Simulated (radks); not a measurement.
Results of a calculation; reference values are marked as such.
Problem. The calcium ion Ca2+, 18 electrons, occupied as [Ar] 4s(up 0, down 0). Level of theory: scalar-relativistic Kohn-Sham, LDA (Slater exchange, Perdew-Wang correlation), spin-polarised, spherical densities, point nucleus (a radial shooting solver on a logarithmic mesh with Libxc functionals). Some entries of the table are withheld. Estimate them.

orbital,occ.,eigenvalue (hartree),r(max) (bohr)
1s,2,(1),0.05040
2s,2,(2),0.3007
2p,6,-12.86684,(3)
3s,2,(4),0.9920
3p,6,-1.58468,1.044
4s,0,(5),(6)

Solution. 
(1) 1s eigenvalue (hartree): -145.2932
(2) 2s eigenvalue (hartree): -15.75279
(3) 2p r(max) (bohr): 0.2465
(4) 3s eigenvalue (hartree): -2.28120
(5) 4s eigenvalue (hartree): -0.52925
(6) 4s r(max) (bohr): 2.848
